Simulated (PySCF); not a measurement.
# Reading the logs of faulty runs: GeH10Si3

Calculated results; nothing here was measured. The program is PySCF 2.14.0, an open-source quantum chemistry code, run on an isolated molecule that a program drew, which may never have been made. The molecule is GeH10Si3 (charge 0, singlet), drawn as the SMILES string `[SiH3][GeH]([SiH3])[SiH3]`.

Each row is a Hartree-Fock (HF) and frozen-core CCSD(T) single point in the cc-pV(D+d)Z basis, meant for a local HF minimum. Run 1 is clean. Each other run has one planted mistake out of seven kinds, and not every kind appears here: one electron removed, one electron added, multiplicity raised by two, geometry at a saddle point, minimal basis STO-3G, one bond length entered in bohr, all coordinates scaled. The reference is restricted for singlets and unrestricted otherwise, and also for a bond in bohr. Adding or removing an electron swaps singlet and doublet. Electrons count all cores. HOMO and LUMO are orbital energies over both spins, the gradient is its largest component, and the lowest frequency (negative if imaginary) is given only where the gradient is small. Bond lengths are over the 13 bonds as drawn. T1 is the CCSD diagnostic: over 0.02 (restricted) or 0.045 (unrestricted) a single reference is doubtful. Germanium has the cc-pVDZ-PP basis, with a core potential (ECP10MDF) in place of its 10 inner electrons, and its 3s, 3p and 3d shells are frozen in CCSD(T).

Geometry of the clean run:
```xyz
14
GeH10Si3, angstrom
Si    1.5074   -0.3875   -0.7387
Ge   -0.8107   -0.8597   -1.2002
Si   -1.6702   -2.5227    0.3182
Si   -2.1345    1.1526   -1.1126
H     2.0332    0.6048   -1.7060
H     2.3142   -1.6271   -0.8352
H     1.6430    0.1638    0.6307
H    -0.9037   -1.4276   -2.6287
H    -3.0847   -2.8293   -0.0008
H    -0.8744   -3.7693    0.2211
H    -1.5945   -2.0162    1.7095
H    -2.0738    1.7321    0.2507
H    -3.5486    0.8535   -1.4405
H    -1.6180    2.1514   -2.0782
```

```
run  electrons  basis functions  <S^2>  HOMO (eV)  LUMO (eV)  gradient (hartree/bohr)  lowest frequency (cm^-1)  mean bond (Å)  longest bond (Å)      T1  HF (hartree)  CCSD(T) (hartree)                          mistake
  1         84              142  0.000     -10.16       3.07                  1.3e-05                        74         1.7009             2.410  0.0126   -1166.01222        -1166.52469                         no fault
  2         84              142  2.017      -3.57      -2.34                  6.5e-02                         -         1.7009             2.410  0.0407   -1165.78311        -1166.29802       multiplicity raised by two
  3         85              142  0.773       1.97       7.29                  1.8e-02                         -         1.7009             2.410  0.0338   -1165.91773        -1166.46019               one electron added
  4         84              142  0.977      -8.72       0.52                  5.8e-03                         -         1.8658             4.555  0.0141   -1165.93174        -1166.41991  one bond length entered in bohr
  5         84              142  0.000     -10.33       3.47                  2.8e-02                         -         1.6260             2.304  0.0124   -1165.98769        -1166.49889                                ?
  6         83              142  0.769     -14.85      -7.86                  5.4e-02                         -         1.7009             2.410  0.0197   -1165.68135        -1166.17393                                ?
```

**Which mistake was planted in run 5, and what did it cost?**

The mean and the longest bond both change by the same factor, 0.956, and the gradient is no longer small. So the mistake is: all coordinates scaled. Subtracting run 1 and multiplying by 627.51 kcal/mol a hartree, the energy moved by 15.4 kcal/mol in HF and 16.2 kcal/mol in CCSD(T).

**Which mistake was planted in run 6, and what did it cost?**

It counts 83 electrons, one fewer than the clean run, at the same geometry and basis. So the mistake is: one electron removed. Subtracting run 1 and multiplying by 627.51 kcal/mol a hartree, the energy moved by 207.6 kcal/mol in HF and 220.1 kcal/mol in CCSD(T).

Cautions from the logs. Run 3: the HOMO is above zero, so the electron isn't bound and the energy depends on the basis.
